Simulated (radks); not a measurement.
The numbers below are computed, except where a source is named.
Ionisation of the potassium ion K3+, [Ne] 3s2 3p4, to [Ne] 3s2 3p3 as the strength of local exchange is varied. Level of theory: non-relativistic Kohn-Sham, Slater X-alpha exchange (alpha = 2/3 is LDA exchange), no correlation, spin-unpolarised, spherical densities, point nucleus (a radial shooting solver on a logarithmic mesh with Libxc functionals).

\begin{tabular}{lrrrrr}
alpha & E(K3+) (hartree) & exchange (hartree) & IE (eV) & -e of the level emptied (eV) & <r> of it (bohr) \\ \hline
0.59 & -590.44216 & -25.60696 & 59.698 & 51.534 (3p) & 1.314 \\
0.667 & -593.79142 & -29.07598 & 61.417 & 53.195 (3p) & 1.300 \\
0.732 & -596.63014 & -32.02719 & 62.888 & 54.617 (3p) & 1.288 \\
0.733 & -596.67389 & -32.07276 & 62.911 & 54.639 (3p) & 1.288 \\
0.754 & -597.59330 & -33.03079 & 63.390 & 55.102 (3p) & 1.284 \\
0.756 & -597.68092 & -33.12215 & 63.435 & 55.147 (3p) & 1.284 \\
0.759 & -597.81237 & -33.25922 & 63.504 & 55.213 (3p) & 1.283 \\
0.885 & -603.35330 & -39.05631 & 66.421 & 58.039 (3p) & 1.261 \\
\end{tabular}

NIST Atomic Spectra Database: 60.92 eV (semi-empirical). The Delta-SCF value meets it near alpha = 0.64. Spin polarisation and multiplet splitting are left out, so open shells lie too high by an amount that depends on their filling.

Beside tabulated values, note that spin-unpolarised runs miss the spin-polarisation part of the exchange energy of open shells.
